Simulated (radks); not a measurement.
Species: Zr XIX. Configuration: [Ar] 3d4.

Method: scalar-relativistic Kohn-Sham, LDA (Slater exchange, VWN5 correlation), spin-polarised, spherical densities, finite nucleus; open shells are filled with parallel spins first (spin-orbit coupling, left out, can overturn this in heavy ions); Fermi nuclear charge, rms radius 4.2694 fm; computed with a radial shooting solver on a logarithmic mesh with Libxc functionals.

Energy parts (eV):
part                       energy
total                  -93215.264
kinetic                 95961.688
electron-nucleus      -211058.626
Hartree                 24333.771
exchange-correlation    -2452.097

Orbitals (lengths in bohr, moments of r in powers of bohr):
orbital,occ.,eigenvalue (eV),<r^2>
1s up,1,-18414.55,0.001857
1s down,1,-18414.37,0.001857
2s up,1,-3081.251,0.03100
2s down,1,-3072.815,0.03091
2p up,3,-2817.549,0.02437
2p down,3,-2811.061,0.02428
3s up,1,-936.7287,0.2089
3s down,1,-926.4911,0.2105
3p up,3,-850.8170,0.2061
3p down,3,-840.4113,0.2081
3d up,4,-719.3006,0.1765
3d down,0,-707.2579,0.1792

The highest occupied level is 3d up at -719.30 eV. The spin density at the nucleus is -4.87 e/bohr^3 (1s -1.02, 2s -13.17, 3s 9.33). Spin moment in Bohr magnetons: 4. For comparison, the ionisation energy in NIST's Atomic Spectra Database is 745 eV (theoretical). In exact Kohn-Sham theory the highest level is minus the ionisation energy, but local and semilocal functionals leave it too shallow, through self-interaction and a potential that decays too fast; potentials with the right tail come closer. The density falls to 0.001 e/bohr^3 at r = 1.24 bohr.
